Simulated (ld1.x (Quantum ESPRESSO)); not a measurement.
## What the settings do to the TM semilocal potential of tellurium (Te)

Base potential:

Te (Z = 52), norm-conserving Troullier–Martins (semilocal form), made with ld1.x (Quantum ESPRESSO) 7.5 (LDA (PZ), scalar-relativistic). Core [Kr], reference 4d10 5s2 5p4. Waves: 5s (bound): rc 1.85 bohr; 5p (bound): rc 2.10 bohr; 4d (bound): rc 1.30 bohr. Local part: the d channel. Core correction: Bessel-smoothed model core, default radius (core density twice the valence density).

All-electron outer shells of the reference configuration (LDA (PZ), scalar-relativistic, ld1.x):

```csv
shell,level (eV),outermost node (bohr),outermost maximum (bohr)
4s,-163.99,0.38,0.70
4p,-114.19,0.38,0.74
4d,-41.70,0.36,0.81
5s,-15.36,0.91,1.77
5p,-6.12,1.00,2.17
```

Cutoffs, loose and tight: the cutoffs (Ry, on a coarse ladder) from which the occupation-weighted sum of valence levels, in a spherical-Bessel basis at the reference potential, stays within 10 and 1 mRy of its value at 400 Ry. They do not see the model core or the augmentation charge, which bear on the density cutoff. Test errors are all-electron minus pseudo excitation energies from the reference, over the configurations 4d10 5s2 5p3; 4d10 5s2 5p2; 4d10 5s2 5p1; 4d10 5s0 5p6; 4d10 5s2 5p4.3; 4d10 5s2 5p0; 4d9 5s2 5p4 (two spin-polarised tests are not counted in the largest error). A dash means not determined; rows that change the core or the reference have their own tests.

A semilocal file is local in each channel, so a ghost entry of none says nothing of the separable form that plane-wave codes build from it.

| change | outcome | cutoff, loose | cutoff, tight | bound ghosts | largest test error (meV) |
| --- | --- | --- | --- | --- | --- |
| base | generated | 110 Ry | 180 Ry | none | -259 |
| all radii but the core radius scaled by about 0.77 (s 1.44, p 1.62, d 1.00 bohr) | generated | 120 Ry | 200 Ry | none | +97 |
| all radii but the core radius scaled by about 0.81 (s 1.50, p 1.70, d 1.06 bohr) | generated | 120 Ry | 200 Ry | none | -41 |
| all radii but the core radius scaled by about 0.90 (s 1.66, p 1.90, d 1.18 bohr) | generated | 110 Ry | 180 Ry | none | -222 |
| all radii but the core radius scaled by about 0.96 (s 1.78, p 2.02, d 1.26 bohr) | generated | 110 Ry | 180 Ry | none | -253 |
| all radii but the core radius scaled by about 1.12 (s 2.08, p 2.36, d 1.46 bohr) | generated | 100 Ry | 160 Ry | none | -218 |
| all radii but the core radius scaled by about 1.24 (s 2.30, p 2.60, d 1.62 bohr) | generated | 90 Ry | 160 Ry | none | -108 |
| all radii but the core radius scaled by about 1.30 (s 2.40, p 2.72, d 1.68 bohr) | generated | 90 Ry | 140 Ry | none | -27 |
| all radii but the core radius scaled by about 1.39 (s 2.58, p 2.92, d 1.82 bohr) | generated | 80 Ry | 140 Ry | none | +121 |

Task: What comes out with this change to the base: all radii but the core radius scaled by about 1.18 (s 2.20, p 2.48, d 1.54 bohr)?

Result: outcome: generated; cutoff, loose: 90 Ry; cutoff, tight: 160 Ry; bound ghosts: none; largest test error (meV): -160.

Reading the sweep of the scale of all radii but the core radius (base = 1) (base included, trends over the rows without a ghost): The loose cutoff falls from 120 Ry at 0.77 to 80 Ry at 1.39. A larger radius leaves more room for a smooth pseudo-wave, so fewer plane waves are needed; a smaller one forces it to follow the all-electron wave where it bends sharply. The median size of the test errors (rows with all tests solved) is not monotonic: lowest 6.0 meV at 0.9, highest 18.7 meV at 1.39.
